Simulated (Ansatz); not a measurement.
```yaml
crystal:
  periodic: [false, false, false]
  atoms:
    - {symbol: N, position_ang: [0.002732, 0.410611, 1.435302]}
    - {symbol: C, position_ang: [0.444986, -0.062693, 0.024122]}
    - {symbol: F, position_ang: [1.792500, 0.312284, 0.133471]}
    - {symbol: Al, position_ang: [-0.194154, -0.752839, -1.649857]}
    - {symbol: S, position_ang: [-0.306617, 1.179799, -1.429943]}
    - {symbol: H, position_ang: [0.158296, -0.038037, 2.032740]}
    - {symbol: H, position_ang: [-1.049308, 0.725814, 1.554218]}
    - {symbol: H, position_ang: [-0.969263, -2.187182, -2.363252]}
basis:
  gaussian: {orbitals: def2-mTZVP}
magnetization: {spin_polarized: true, initial_magnetization: 0}
hamiltonian: {xc: {name: HF}, dispersion: d2}
output: {forces: true}
```

```sh
$ ansatz run in.yaml --threads 2 --pin off --events-out ev --progress --plain --max-ram 4352MiB
```

**Question.** How does Ansatz answer? (Estimate.)

**Answer.** The calculation gave: The input was rejected before any iteration.
```
Error: YAML parse error: error: line 15 column 43: hamiltonian.dispersion: `d2` is not `none`, `rvv10`, `d3bj`, `d3bjatm`, `d4` or a map `{method: …, s8: …, a1: …, a2_bohr: …}` (numbers without units, a2 in bohr) or `{method: …, functional: …}`
13 |   gaussian: {orbitals: def2-mTZVP}
14 | magnetization: {spin_polarized: true, initial_magnetization: 0}
15 | hamiltonian: {xc: {name: HF}, dispersion: d2}
16 | output: {forces: true}
```
